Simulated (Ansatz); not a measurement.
Be5O5H18. Total charge 0; singlet. Geometry PBE-D4/def2-SVP, basis def2-TZVP, Ansatz.

```xyz
28

Be   -1.5736    1.8646   -0.3876
Be    0.9440    1.8152   -1.8479
Be    0.8054    0.0717    0.0449
Be    0.5080   -3.4274    2.2328
Be   -1.2994   -0.5126    0.0086
O    -0.5242    0.8826    0.7042
O    -2.1424    0.3740   -0.9840
O    -0.4248    2.4586   -1.4093
O    -1.9745   -1.6066    1.0046
O     1.6968   -2.5390    1.6147
H    -2.4602    2.7348    0.2234
H     2.6865    3.1523   -0.5545
H     1.8119    2.3011   -2.7874
H     0.3305    0.4224   -3.5459
H     1.7671   -0.3366    1.0001
H     1.4451    0.7080   -1.0609
H    -0.6270   -2.6321    2.5179
H     0.7053   -4.7606    2.4346
H    -0.0161   -1.0685   -0.4826
H    -0.5160    1.1527    1.6386
H    -2.9927    0.2364   -1.4226
H    -0.2283    0.1047   -3.1176
H    -0.6282    3.3207   -1.8099
H     2.6285    3.3023    0.1998
H    -1.3242   -2.1395    1.6855
H    -2.8131   -1.4099    1.4623
H     1.6802   -1.5096    1.2877
H     2.5352   -2.9596    1.3507
```

| run | HOMO (eV) | LUMO (eV) |
| --- | --- | --- |
| A | -6.09 | -0.75 |
| B | -5.81 | -1.35 |
| C | -6.92 | -0.87 |
| D | -9.41 | 0.44 |
| E | -8.37 | -0.03 |
| F | -7.10 | -0.59 |

B3LYP takes the VWN-RPA correlation. In the singlet geometry the species has come apart into loosely held pieces. In the singlet, H12 and H24 lie 0.77 Å apart, H14 and H22 lie 0.77 Å apart, H17 and H25 lie 1.19 Å apart (atoms count from 1), so H2 has formed as a molecule.

**Question.** The runs used B3LYP, BHLYP, PBE, PBE0, r2SCAN, ωB97M-V. Estimate which is which.

**Answer.** A r2SCAN (0 % exact exchange); B PBE (0 % exact exchange); C B3LYP (20 % exact exchange); D ωB97M-V (range-separated); E BHLYP (50 % exact exchange); F PBE0 (25 % exact exchange). Exact exchange lowers occupied and raises empty levels; among semilocal functionals meta-GGAs tend to open the gap a little, and such runs are hard to tell apart. The gap grows from 4.45 eV (PBE) to 9.86 eV (ωB97M-V).
